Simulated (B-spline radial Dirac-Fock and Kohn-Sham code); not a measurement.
## Cs 6s: cross section and angular parameters

System: the Cs atom in the configuration [Xe] 6s1; threshold 3.64 eV (orbital energy of the model). Model: Dirac-Hartree-Slater photoionisation with a Latter tail; cross sections with all multipoles, angular parameters from the dipole term and its interference with E2. Program: a B-spline atomic structure program.

The run's input, task.json:

```json
{"items": [{
  "Z": 55,
  "q": 0,
  "cfg": [[1, 0, 2], [2, 0, 2], [2, 1, 6], [3, 0, 2], [3, 1, 6], [3, 2, 10], [4, 0, 2], [4, 1, 6], [4, 2, 10], [5, 0, 2], [5, 1, 6], [6, 0, 1]],
  "A": 133,
  "rrms": 4.8041,
  "do": "xps",
  "hv": [54.9, 60, 106.0, 114.0, 134.0, 150, 162.0, 215.0, 308.0, 600, 612.0, 686.0, 689.0, 957.0, 999.0, 1040.0, 1170.0, 1360.0, 2180.0, 2390.0, 2630.0, 2984.4, 4000, 4410.0, 4680.0, 4780.0, 5414.7, 8047.8, 12800.0, 15000],
  "edges": {"K": 35985.0, "L1": 5714.0, "L2": 5359.0, "L3": 5012.0, "M1": 1211.0, "M2": 1071.0, "M3": 1003.0, "M4": 740.5, "M5": 726.6, "N1": 232.3, "N2": 172.4, "N3": 161.3, "N4": 79.8, "N5": 77.5}
}]}
```

Launch: `python xray2_run.py task.json out`

For linearly polarised light dσ/dΩ = σ/(4π) [1 + β P₂(cos θ) + (δ + γ cos²θ) sin θ cos φ], with θ from the polarisation vector and φ the angle between the beam and the projection of the electron momentum on the plane normal to the polarisation.

```
hν (eV)    σ (kb)      β       γ
   54.9      7.83  1.888   0.028
     60      7.46  1.900   0.049
    106         ?      ?       ?
    114      3.98  1.947   0.194
    134      3.20  1.953   0.221
    150      2.73  1.956   0.237
    162      2.44  1.958   0.247
    215      1.61  1.963   0.274
    308     0.961  1.970   0.297
    600     0.350  1.978   0.280
    612     0.339  1.978   0.277
    686     0.282  1.979   0.262
    689     0.280  1.979   0.261
    957     0.162  1.982   0.198
    999     0.151  1.982   0.188
   1040     0.141  1.982   0.178
   1170     0.115  1.983   0.147
   1360    0.0888  1.984   0.106
   2180    0.0382  1.986  -0.026
   2390    0.0323  1.986  -0.049
   2630    0.0270  1.987  -0.069
 2984.4    0.0213  1.987  -0.091
   4000    0.0123  1.988  -0.110
   4410    0.0102  1.988  -0.103
   4680   0.00905  1.988  -0.095
   4780   0.00869  1.988  -0.091
 5414.7   0.00680  1.988  -0.061
 8047.8   0.00305  1.988   0.140
  12800   0.00114  1.988   0.612
  15000  0.000807  1.988   0.836
```

Q: Give the values at 106 eV.

A: σ = 4.38 kb, β = 1.945, γ = 0.180. For an s subshell δ is negligible.

Values without a named source are computed, but for edge energies of neutral atoms, which are taken from tables.
